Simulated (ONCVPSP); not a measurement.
## Transferability test, ONCV potential for boron

ONCVPSP 4.0.1 input, shortened (lines: element, Z, core and valence counts, functional; n l f; lmax; l rc ep ncon nbas qcut; lloc lpopt rc5 dvloc0; l nproj debl; icmod fcfact rcfact), PBEsol, scalar-relativistic:

```
  B 5.00    1    2  -116133      upf
    1    0    2.00
    2    0    2.00
    2    1    1.00
    2
    0    1.40    0.00    4    8    4.20
    1    4.00    0.00    5    8    3.00
    2    3.10    0.09    4    7    3.10
    4    5    1.00    6.00
    0    2    0.90
    1    1    2.00
    2    3    0.60
    1    0.60    0.00
```

Energies are relative to the spin-unpolarised reference configuration 2s2 2p1; without spin polarisation the order of configurations can differ from experiment.

| valence configuration | charge | ΔE all-electron (eV) | error AE − PS (meV) |
| --- | --- | --- | --- |
| 2s2 2p0 | +1 | 8.140 | +242 |
| 2s1 2p0 | +2 | 33.401 | +686 |
| 2s2 2p0.5 | +0.5 | 2.855 | +38 |

**Question.** What are ΔE and the potential's error for 2s1 2p2?

**Answer.** ΔE = 5.819 eV all-electron; the error (AE − PS) is -60 meV.

Levels in the configuration 2s1 2p2:

```tsv
level	all-electron (eV)	pseudo (eV)
2s	-9.847	-10.088
2p	-4.017	-4.137
```
